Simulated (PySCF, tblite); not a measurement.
Isomers of C5H6Cl2Si, one GFN2-xTB conformer each. Single-point energies are computed at PBE0/pcSseg-1 (PySCF, gas phase, no added dispersion term), electronic only.

Question: Rank them by PBE0/pcSseg-1 energy, lowest first (kJ/mol).
A. `[Cl:1][CH:2]([Cl:3])[C:4]1=[CH:5][SiH2:6][CH:7]=[CH:8]1` with Cl1–C2–C4–C5 -120°
B. `[Cl:1][CH:2]([Cl:3])[C:4]1=[CH:5][CH:6]=[CH:7][SiH2:8]1` with Cl1–C2–C4–C5 120°

Answer: A (0.0), B (2.0).

Neighbours under 10 kJ/mol apart (ClC(Cl)C1=C[SiH2]C=C1 and ClC(Cl)C1=CC=C[SiH2]1) can change places with a better method, another conformer or zero-point energy. GFN2-xTB itself gives, in the same order: 6.8, 0.0. GFN2-xTB puts ClC(Cl)C1=CC=C[SiH2]1 lowest instead.

Which frontier levels, dipoles and rotational constants go with these structures?

| SMILES | HOMO (eV, PBE0/pcSseg-1) | LUMO (eV) | dipole (D) | A, B, C (MHz) |
| --- | --- | --- | --- | --- |
| ClC(Cl)C1=C[SiH2]C=C1 | -7.14 | -1.88 | 2.20 | 2189, 704.9, 641.1 |
| ClC(Cl)C1=CC=C[SiH2]1 | -7.03 | -2.02 | 2.50 | 1946, 790.8, 744.4 |

What happens when harmonic zero-point energies from GFN2-xTB frequencies are added?

```json
{"SMILES": "ClC(Cl)C1=C[SiH2]C=C1", "ZPE (kJ/mol)": "231.6", "electronic (kJ/mol)": "0.0", "with ZPE (kJ/mol)": "0.0"}
{"SMILES": "ClC(Cl)C1=CC=C[SiH2]1", "ZPE (kJ/mol)": "232.0", "electronic (kJ/mol)": "2.0", "with ZPE (kJ/mol)": "2.3"}
```

The zero-point energies span 0.4 kJ/mol. The order is unchanged.

As an exercise, what shares would exp(−E/RT) give at 298.15 K from these electronic energies alone (no entropy, no degeneracies)?

RT = 2.479 kJ/mol: ClC(Cl)C1=C[SiH2]C=C1 69.0 %, ClC(Cl)C1=CC=C[SiH2]1 31.0 %.
